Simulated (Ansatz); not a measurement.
Two isomers of C2H8GeSi: A = `C=[C]([SiH3])[GeH3]`, B = `C=[CH][GeH2][SiH3]`.

Isolated molecules relaxed with PBE0-D4/def2-TZVP in Ansatz; ΔE leaves out vibrations. CCSD(T)/CBS is the MP2 limit (def2-TZVPP, def2-QZVPP) plus CCSD(T) − MP2 in def2-TZVPP, frozen cores. DFT in def2-TZVPP. B3LYP here is the variant with VWN-RPA as its local correlation; programs differ in this. For Ge outer-core shells are correlated without core-valence functions, which leaves a few kJ/mol of doubt a bond. Scalar relativity is left out up to krypton. One conformer a species, not always the lowest.

A:

```xyz
12

C     0.724    1.230    0.852
C     0.156    0.224    0.185
Si    0.506   -1.540    0.668
Ge   -1.043    0.627   -1.298
H     0.547    2.275    0.602
H     1.401    1.059    1.688
H     1.110   -2.279   -0.474
H    -0.757   -2.237    1.034
H     1.441   -1.566    1.825
H    -1.134    2.156   -1.452
H    -2.442    0.047   -1.028
H    -0.511    0.003   -2.600
```

B:

```xyz
12

C     1.283    1.571   -1.256
C     0.255    1.337   -0.449
Ge   -0.777   -0.307   -0.482
Si   -0.454   -1.536    1.535
H     1.599    0.854   -2.008
H     1.853    2.495   -1.205
H    -0.018    2.092    0.286
H    -0.317   -1.135   -1.697
H    -2.275    0.018   -0.645
H    -0.826   -0.695    2.705
H     0.973   -1.932    1.669
H    -1.296   -2.763    1.547
```

Which is lower in electronic energy at CCSD(T)/CBS, and by how much? (Best estimate.)

The calculation gave: B, by 2.9 kcal/mol.

Give E(B) − E(A) in kcal/mol with MP2/def2-TZVPP, HF/def2-TZVPP, B3LYP-D4, CCSD(T)/def2-TZVPP, CCSD/def2-TZVPP, B2PLYP, B3LYP. (An estimate is asked.)

The calculation gave: MP2/def2-TZVPP -1.6, HF/def2-TZVPP -2.4, B3LYP-D4 -3.3, CCSD(T)/def2-TZVPP -2.8, CCSD/def2-TZVPP -3.0, B2PLYP -3.2, B3LYP -4.3. None reverses the order clearly.

Largest T1 diagnostic: 0.012.

The D4 term adds +1.0 kcal/mol with B3LYP and +0.5 kcal/mol with PBE0; it sums over pairs of atoms, weighted by their polarisabilities, and B3LYP, whose exchange is more repulsive, gets the larger term.
